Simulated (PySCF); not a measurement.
C3H9Si (charge -1).
SMILES: `CC(C)[SiH2-]`

The closed-shell ground state was solved at several levels (PySCF, density fitting, gas phase, non-relativistic). One conformer (not necessarily the lowest) at the PBE0-D3(BJ)/def2-SVP geometry, without solvent, vibrations or thermal averaging. The geometry's basis has no diffuse functions, a weakness for an anion. Where the HOMO energy is positive, the finite basis confines the outermost electrons. No diffuse functions stand in pcSseg-1 and pcSseg-2, which bears on an anion's orbital energies.

| level | basis functions | total energy (Eh) | HOMO (eV) | LUMO (eV) | gap (eV) |
| --- | --- | --- | --- | --- | --- |
| PBE0/pcSseg-1 | 120 | -408.9122 | 0.31 | 5.32 | 5.01 |
| B3LYP/pcSseg-2 | 277 | -409.3097 | 0.24 | 3.91 | 3.67 |

Question: What might CAM-B3LYP/def2-SVPD (156 basis functions) give for the same quantities?

Answer: Total energy -408.9699 Eh, HOMO -1.02 eV, LUMO 4.92 eV, gap 5.94 eV.

Question: Over all these levels, which gives the widest orbital gap and which the narrowest?

Answer: CAM-B3LYP/def2-SVPD (range-separated hybrid) has the widest, 5.94 eV, and B3LYP/pcSseg-2 (global hybrid, 20 % exact exchange) the narrowest, 3.67 eV. Functional and basis both differ between the two, so the spread mixes both effects.
